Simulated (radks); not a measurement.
Ionisation of the iodine ion I+, [Kr] 4d10 5s2 5p4, to [Kr] 4d10 5s2 5p3 as the strength of local exchange is varied. All-electron calculation, Dirac Kohn-Sham, Slater X-alpha exchange (alpha = 2/3 is LDA exchange), no correlation, spin-unpolarised, spherical densities, finite nucleus; open shells are shared between the two j in proportion to 2j + 1; Fermi nuclear charge, rms radius 4.75 fm. Program: a radial shooting solver on a logarithmic mesh with Libxc functionals.

alpha  E(I+) (hartree)  exchange (hartree)  IE (eV)  -e of the level emptied (eV)  <r> of it (bohr)
0.551      -7078.04731          -140.21768   17.448                12.683 (5p3/2)             2.434
0.572      -7083.39328          -145.66622   17.690                12.904 (5p3/2)             2.423
0.654      -7104.30474          -167.01477   18.649                13.784 (5p3/2)             2.380
0.667      -7107.62534          -170.41001   18.803                13.926 (5p3/2)             2.374
0.704      -7117.08432          -180.08943   19.245                14.333 (5p3/2)             2.356
0.734      -7124.76249          -187.95503   19.608                14.668 (5p3/2)             2.341
0.884      -7163.27063          -227.51694   21.467                16.392 (5p3/2)             2.271
0.997      -7192.40908          -257.57749   22.920                17.747 (5p3/2)             2.223

NIST Atomic Spectra Database: 19.131 eV (measured). The Delta-SCF value meets it near alpha = 0.69. Spin polarisation and multiplet splitting are left out, so open shells lie too high by an amount that depends on their filling. Sharing an open shell by 2j + 1 raises it above the true ground level by a part of the spin-orbit splitting, which enters the differences from NIST.

Beside tabulated values, note that spin-unpolarised runs miss the spin-polarisation part of the exchange energy of open shells.
